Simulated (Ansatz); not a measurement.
Input for Ansatz (development build ahead of 0.2.0):

```yaml
crystal:
  periodic: [false, false, false]
  atoms:
    - { symbol: Mg, position_ang: [0.0, 0.0, 0.0] }
basis:
  gaussian: { orbitals: aug-cc-pVDZ }
hamiltonian:
  xc: hf
```

The input is written out in the form of the current development build from the run's settings.

Results

```
Converged                       : yes
Total energy                    : -199.60832 hartree
Spin squared of the determinant : 0.000
```
